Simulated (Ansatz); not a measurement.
Ansatz (a quantum-chemistry and plane-wave program) input:

Ansatz 0.2 input:
```yaml
crystal:
  periodic: [false, false, false]
  atoms:
    - {symbol: B, position_ang: [-0.04295316, 0.00280648, 0.00419661]}
    - {symbol: C, position_ang: [1.49369313, -0.09759527, -0.14593697]}
    - {symbol: O, position_ang: [-0.78704283, 0.95631229, -0.64029487]}
    - {symbol: O, position_ang: [-0.76544671, -0.85487537, 0.79197637]}
    - {symbol: H, position_ang: [2.09127003, -0.84883965, 0.36014928]}
    - {symbol: H, position_ang: [2.07427263, 0.57667046, -0.76713157]}
    - {symbol: H, position_ang: [-0.26477324, 1.54780649, -1.18717034]}
    - {symbol: H, position_ang: [-0.22824608, -1.51559348, 1.23533937]}
basis:
  gaussian:
    orbitals: aug-cc-pVDZ
magnetization: {spin_polarized: true, initial_magnetization: 1}
correlation: {method: ccsd_t, electrons: outside_noble_gas}
output: {forces: true}
```

### Question
What final total energy does it print?

### Answer
-215.36844 Eh (CCSD(T)/aug-cc-pVDZ). The basis has 128 functions.

It need not be the lowest isomer of its formula.
